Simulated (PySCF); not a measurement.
**Pr (praseodymium, neutral) across methods**

[Xe] 4f2 5d1 6s2, one real determinant (an excited configuration). Computed with PySCF 2.14 in x2c-TZVPPall with one added diffuse shell each of s, p, d, f type (12s8p8d5f2g, 129 functions), with scalar relativity by spin-free X2C-1e.

| method | E (hartree) | mean ε 6s α (eV) | mean ε 5d α (eV) | mean ε 6s β (eV) | Σ⟨r²⟩ (bohr²) | ⟨S²⟩ |
| --- | --- | --- | --- | --- | --- | --- |
| r2SCAN | -9236.50 | -4.072 | -3.786 | -3.607 | 91.89 | 3.759 |
| UHF | -9233.02802 | -5.248 | -7.030 | -4.806 | 96.06 | 3.759 |
| LDA | -9228.97 | -4.073 | -3.435 | -3.752 | 90.12 | 3.752 |
| PBE0 | -9236.15 | -4.353 | -4.521 | -4.091 | 91.28 | 3.753 |
| PBE | -9236.13 | -3.918 | -3.492 | -3.598 | 90.97 | 3.753 |

⟨L²⟩ = 30.34 against 56 for a pure K term, so this real determinant mixes terms. Spin-orbit coupling, absent here, splits the open shell strongly.
